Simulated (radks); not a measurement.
The technetium ion Tc+, configuration [Kr] 4d4.5 5s1.5 (fractional occupations, a model configuration).

All-electron calculation, scalar-relativistic Kohn-Sham, OLYP, spin-unpolarised, spherical densities, point nucleus. Program: a radial shooting solver on a logarithmic mesh with Libxc functionals.

Energy parts (eV):
total: -116654.302
kinetic: 120457.931
electron-nucleus: -280742.723
Hartree: 47161.555
exchange-correlation: -3531.065

Orbitals (lengths in bohr, moments of r in powers of bohr):
| orbital | occ. | eigenvalue (eV) | <r^2> | <r> |
|---|---|---|---|---|
| 1s | 2 | -20876.21 | 0.001587 | 0.03429 |
| 2s | 2 | -2989.711 | 0.02637 | 0.1496 |
| 2p | 6 | -2677.258 | 0.02076 | 0.1304 |
| 3s | 2 | -529.2227 | 0.1973 | 0.4151 |
| 3p | 6 | -426.6059 | 0.2012 | 0.4159 |
| 3d | 10 | -260.7292 | 0.1902 | 0.3982 |
| 4s | 2 | -82.9519 | 1.261 | 1.055 |
| 4p | 6 | -54.8380 | 1.555 | 1.166 |
| 4d | 4.5 | -15.4811 | 3.139 | 1.615 |
| 5s | 1.5 | -11.6356 | 10.26 | 3.004 |
| 5p | 0 | -7.0406 | 17.33 | 3.892 |

The highest occupied level is 5s at -11.636 eV. Summed over all electrons, <r^2> = 45.05 bohr^2, which gives a Langevin (diamagnetic) susceptibility term of -35.7 x 10^-6 cm^3/mol.
